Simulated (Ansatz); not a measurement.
Basis-set extrapolation for CH₅BClNO, SMILES `CNB(O)Cl` (PBE0-D4/def2-TZVP geometry, frozen core, Ansatz). Multiplicity 1, RHF reference.

|  | def2-TZVPP | def2-QZVPP |
| --- | --- | --- |
| HF | -654.511820 | -654.533903 |
| MP2 correlation | -0.910303 | -0.982194 |
| CCSD(T) correlation | -0.986267 | not run |

Energies in hartree. Use E(X) = E(∞) + A·exp(−7.88·√X) for Hartree–Fock and E(X) = E(∞) + B·X^(−2.97) for correlation, with X = 3 and 4, and add CCSD(T) minus MP2 of the smaller set to the MP2 limit.

**Question.** What is the CCSD(T) energy at the basis-set limit?

**Answer.** HF limit: -654.533903 + (-0.022083) × 0.13774 = -654.53694. MP2 limit: -0.982194 + (-0.071891) × 0.74074 = -1.03545. Higher-order term: -0.986267 − (-0.910303) = -0.07596. Total: -655.64835 hartree, 394.5 kJ/mol below CCSD(T)/def2-TZVPP.
